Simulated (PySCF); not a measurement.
Compound: C₂H₆B₂ClF.
Cartesian coordinates in Å at the PBE0-D3(BJ)/def2-SVP level; atoms count from 1:
```
atom  x, y, z in Å
C1    -1.609    0.183   -0.470
B2    -0.586   -0.318    0.595
C3     0.830    0.336    0.798
B4     1.722   -0.267   -0.324
F5     2.451   -1.347   -0.112
Cl6    1.764    0.393   -1.959
H7    -2.598    0.340   -0.005
H8    -1.772   -0.635   -1.197
H9    -1.316    1.086   -1.025
H10   -0.867   -1.295    1.257
H11    1.266    0.084    1.775
H12    0.765    1.423    0.638
```

Jobs on this species (12 atoms, 54 electrons) with PySCF (density fitting). Hardware of each: an Arm Neoverse V2 with one thread, shared host. The host was shared with other jobs, so the times are rough. Peak memory is the resident size of the whole Python process, interpreter and libraries included.

```csv
level and settings,work,basis functions,SCF cycles,wall time,peak memory
"delta-SCF UKS SCAN, pcX-2 on the ionised atom, pcseg-1 elsewhere, non-relativistic","ΔSCF core ionisation, 7 holes",160,?,?,?
"delta-SCF UKS HF, pcX-2 on the ionised atom, pcseg-1 elsewhere, spin-free X2C","ΔSCF core ionisation, 7 holes",160,?,?,?
"PBE0-D3(BJ)/def2-SVP, grid level 1",geometry optimisation from a GFN2-xTB start shaken at random,118,69,52 s,0.51 GiB
"delta-SCF UKS SCAN, def2-TZVP on the ionised atom, pcseg-1 elsewhere, spin-free X2C","ΔSCF core ionisation, 7 holes",137,107,40 s,0.48 GiB
"delta-SCF UKS PBE0, pcX-2 on the ionised atom, pcseg-1 elsewhere, spin-free X2C","ΔSCF core ionisation, 7 holes",160,99,51 s,0.60 GiB
"delta-SCF UKS SCAN, pcX-1 on the ionised atom, pcseg-1 elsewhere, spin-free X2C","ΔSCF core ionisation, 7 holes",140,106,35 s,0.48 GiB
"delta-SCF UKS B3LYP, pcX-2 on the ionised atom, pcseg-1 elsewhere, spin-free X2C","ΔSCF core ionisation, 7 holes",160,100,52 s,0.61 GiB
"delta-SCF UKS SCAN, pcX-2 on the ionised atom, pcseg-1 elsewhere, spin-free X2C","ΔSCF core ionisation, 7 holes",160,110,43 s,0.55 GiB
"delta-SCF UKS PBE, pcX-2 on the ionised atom, pcseg-1 elsewhere, spin-free X2C","ΔSCF core ionisation, 7 holes",160,109,27 s,0.61 GiB
```

Q: Fill in the missing figures.

A: 
- delta-SCF UKS SCAN, pcX-2 on the ionised atom, pcseg-1 elsewhere, non-relativistic; ΔSCF core ionisation, 7 holes: 42 s, 0.56 GiB, 109 SCF cycles
- delta-SCF UKS HF, pcX-2 on the ionised atom, pcseg-1 elsewhere, spin-free X2C; ΔSCF core ionisation, 7 holes: 29 s, 0.57 GiB, 89 SCF cycles

Q: What do all jobs in the table cost together?

A: About 6.2 min; the longest takes about 14 % of that, and about 1.9 times as long as the shortest.
